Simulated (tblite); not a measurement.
C5H9NSi.
Structure used (GFN2-xTB), in Å, numbered top down from 1:
```
atom  x, y, z in Å
N1     2.036   -1.063    1.147
C2     1.970   -0.267    0.178
C3     0.804    0.024   -0.706
C4    -0.210   -1.084   -0.691
C5    -1.396   -0.868   -0.149
C6    -1.709    0.493    0.398
Si7   -0.175    1.543   -0.031
H8     1.176   -1.586    1.318
H9     2.869    0.310   -0.030
H10    1.175    0.200   -1.718
H11    0.081   -2.041   -1.102
H12   -2.156   -1.635   -0.091
H13   -1.891    0.430    1.472
H14   -2.633    0.869   -0.045
H15   -0.414    2.525   -1.092
H16    0.464    2.158    1.131
```

Computed values, GFN2-xTB/tblite, gas phase, harmonic and unscaled. The method is semi-empirical: single wavenumbers can be off by several per cent or more. Modes of hydrogen on silicon can be 10 to 20 % off. One conformer, not necessarily the lowest.

Harmonic wavenumbers (cm⁻¹): 42.6, 93.6, 189.0, 225.6, 367.6, 409.9, 455.9, 518.5, 601.0, 626.0, 647.9, 686.8, 735.5, 765.9, 779.7, 801.2, 829.1, 905.6, 964.0, 1006.7, 1047.8, 1078.6, 1095.3, 1097.6, 1158.4, 1175.9, 1237.9, 1258.7, 1311.9, 1355.9, 1459.7, 1708.6, 1719.8, 2253.8, 2283.4, 2938.6, 2954.6, 2981.7, 2987.2, 3057.4, 3073.7, 3295.7.

A = 3315, B = 1963, C = 1529 MHz; mass 111.050 u (most abundant isotopes); point group C1, symmetry number 1.

**Question.** Zero-point energy?

**Answer.** Half the sum of the wavenumbers: 27092 cm⁻¹ = 324.09 kJ/mol.

**Question.** What is S at 298.15 K and 1 bar for an ideal gas of classical rigid rotors and harmonic oscillators?

**Answer.** Translation 167.60, rotation 116.61, vibration 82.80: S = 367.0 J/(mol K).

**Question.** And Cp and H(298.15 K) − H(0)?

**Answer.** Cp = 133.87 J/(mol K), of which vibrations give 100.62 (their classical limit is 42 R = 349.2); H(298.15 K) − H(0) = 23.37 kJ/mol without the zero-point energy, 13.45 from vibrations.

**Question.** Blend soft modes into free rotors: weight 1/[1 + (100 cm⁻¹/ν̃)⁴] for the oscillator and the rest for a rotor with moment μB/(μ + B), μ = h/(8π²ν), B = 10⁻⁴⁴ kg m². What vibrational entropy results?

**Answer.** 75.48 J/(mol K) in place of 82.80, which changes −T·S at 298.15 K by +2.18 kJ/mol.

**Question.** What must be added to the electronic energy to get the Gibbs energy at 298.15 K and 1 bar?

**Answer.** ZPE + [H(298.15 K) − H(0)] − T·S = 324.09 + 23.37 − 109.42 = 238.04 kJ/mol.

**Question.** Which modes carry the vibrational entropy at 298.15 K?

**Answer.** 42.6 cm⁻¹: 21.48; 93.6 cm⁻¹: 14.99; 189.0 cm⁻¹: 9.36; 225.6 cm⁻¹: 8.01; 367.6 cm⁻¹: 4.56; 409.9 cm⁻¹: 3.88 J/(mol K); the other 36 give 20.52 together.

**Question.** How do the functions run with temperature in this model?

**Answer.** 
```json
{"T (K)": "50", "S (J/(mol K))": "234.5", "Cp (J/(mol K))": "46.9", "H − H(0) (kJ/mol)": "1.97", "G − H(0) (kJ/mol)": "-9.75", "ln q(vib)": "0.42"}
{"T (K)": "100", "S (J/(mol K))": "271.0", "Cp (J/(mol K))": "60.0", "H − H(0) (kJ/mol)": "4.64", "G − H(0) (kJ/mol)": "-22.46", "ln q(vib)": "1.20"}
{"T (K)": "373.15", "S (J/(mol K))": "400.2", "Cp (J/(mol K))": "162.8", "H − H(0) (kJ/mol)": "34.52", "G − H(0) (kJ/mol)": "-114.83", "ln q(vib)": "5.93"}
{"T (K)": "500", "S (J/(mol K))": "453.8", "Cp (J/(mol K))": "203.3", "H − H(0) (kJ/mol)": "57.85", "G − H(0) (kJ/mol)": "-169.04", "ln q(vib)": "8.41"}
{"T (K)": "750", "S (J/(mol K))": "547.3", "Cp (J/(mol K))": "257.4", "H − H(0) (kJ/mol)": "115.99", "G − H(0) (kJ/mol)": "-294.51", "ln q(vib)": "13.36"}
{"T (K)": "1000", "S (J/(mol K))": "626.4", "Cp (J/(mol K))": "291.8", "H − H(0) (kJ/mol)": "184.94", "G − H(0) (kJ/mol)": "-441.50", "ln q(vib)": "18.08"}
```

q(vib) and H(0) count from the zero-point level.

Hindered rotation and anharmonicity are outside this model. Other conformers, if any are populated, would add a mixing term that is left out. The structure is chiral; the term R ln 2 for an equal mix with its mirror image is left out.

Time: 0.53 s. Hardware: one thread of an Arm Neoverse V1 (shared host). This covers the Hessian and the dipole derivatives.
